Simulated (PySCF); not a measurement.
**Spinor energies of S²⁺ (sulfur, charge +2)**

Start: [Ne] 3s1 3p2 4s1; 3s1/2 filled at m_j = +1/2; 3p3/2 filled at m_j = +1/2, +3/2; 4s1/2 filled at m_j = +1/2. Calculated with PySCF 2.14 in x2c-TZVPall-2c with one added diffuse shell each of s, p type (6s7p2d1f, 44 functions): generalised Hartree-Fock with the X2C-1e Hamiltonian and a Gaussian nucleus; one run each with spin-orbit coupling (SO) switched off, then screened by Boettger's factors. This is a chosen level, not necessarily the ground level.

| spinor shell | electrons | ε, spin-free (eV) | ε, screened SO (eV) | weight of nominal j (screened SO) | rms radius, screened SO (bohr) |
| --- | --- | --- | --- | --- | --- |
| 1s1/2 | 2 | -2546.7 | -2546.7 | 1.000 | 0.112 |
| 2s1/2 | 2 | -280.35 | -280.36 | 1.000 | 0.515 |
| 2p1/2 | 2 | -216.03 | -217.22 | 0.777 | 0.489 |
| 3s1/2 | 1 | -56.010 | -56.014 | 0.999 | 1.62 |
| 3p3/2 | 2 | -41.123 | -41.105 | 0.828 | 1.80 |
| 4s1/2 | 1 | -16.585 | -16.586 | 0.999 | 4.12 |

(1) Where does 2p3/2 lie, and what is the 2p spin-orbit splitting (screened SO)?

```tsv
quantity	spin-free	screened SO
E (hartree)	-396.49984	-396.49895
M_J	3	3
⟨J²⟩	12.008	12.008
⟨L²⟩	2.008	2.009
⟨S²⟩	6.000	6.000
```

Each row is a mean over spinors that exchange with the open shell spreads, by up to 2.509 eV (2p3/2).

Rows whose weight is well below 1 are mixtures of j = l ± 1/2: exchange outweighs spin-orbit coupling there, and the label is only the starting occupation.

Without spin-orbit coupling the j labels of p, d and f shells carry no meaning; the spin-free column gives the mean over the occupied spinors of each nl shell.

Results:

(1) At -215.45 eV, 1.763 eV above 2p1/2.
